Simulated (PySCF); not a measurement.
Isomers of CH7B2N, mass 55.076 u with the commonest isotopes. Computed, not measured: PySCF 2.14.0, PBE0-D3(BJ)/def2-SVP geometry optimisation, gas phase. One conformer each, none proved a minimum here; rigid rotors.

Problem. Order these by dipole moment, largest first.
A. `[BH2:1][CH2:2][BH:3][NH2:4]` with H–B1–C2–B3 -96° and 79°, B1–C2–B3–N4 86°
B. `[BH2:1][NH:2][BH:3][CH3:4]` with B1–N2–B3–C4 -179°
C. `BN(B)C`

Solution. A (2.31 D), B (1.71 D), C (1.57 D).

Problem. Order these by rotational constant C, smallest first.
A. `BN(B)C`
B. `[BH2:1][NH:2][BH:3][CH3:4]` with B1–N2–B3–C4 -179°
C. `[BH2:1][CH2:2][BH:3][NH2:4]` with H–B1–C2–B3 -96° and 79°, B1–C2–B3–N4 86°

Solution. B (3540 MHz), C (4482 MHz), A (4915 MHz).

Problem. Order these by rotational constant B, largest first.
A. `[BH2:1][CH2:2][BH:3][NH2:4]` with H–B1–C2–B3 -96° and 79°, B1–C2–B3–N4 86°
B. `[BH2:1][NH:2][BH:3][CH3:4]` with B1–N2–B3–C4 -179°
C. `BN(B)C`

Solution. C (9062 MHz), A (4883 MHz), B (3847 MHz).

| SMILES | point group | Ia (u·Å²) | Ib (u·Å²) | Ic (u·Å²) | κ | μa (D) | μb (D) | μc (D) |
| --- | --- | --- | --- | --- | --- | --- | --- | --- |
| BCBN | C1 | 31.65 | 103.50 | 112.75 | -0.93 | 2.01 | 0.33 | 1.08 |
| BN(B)C | near Cs | 50.23 | 55.77 | 102.82 | 0.61 | 1.57 | 0.02 | 0.02 |
| BNBC | – | 14.46 | 131.39 | 142.75 | -0.98 | 1.06 | 1.34 | 0.01 |
